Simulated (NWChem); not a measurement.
Molecule: GeH₂O₂, singlet; SMILES [Ge]([OH])[OH]

```xyz
5

Ge     0.0000     0.0000     0.3497
O      1.3035     0.0000    -0.8664
H      2.1766     0.0000    -0.4574
O     -1.3035     0.0000    -0.8664
H     -2.1766     0.0000    -0.4574
```
Atoms are numbered in this order, from 1.

All runs: NWChem. Low-valent species are run as closed-shell singlets; no triplet was tried in these runs. The geometry was optimised at PBE0/def2-SVP. Level: PBE0/aug-cc-pVDZ; the question gives the wavelength of the field.

### Question
Predict the results for field 589 nm. Quantities: isotropic polarisability (bohr³); anisotropy (bohr³).

### Answer
The isotropic polarisability (bohr³) comes out as 44.8 and the anisotropy (bohr³) is 13.3.
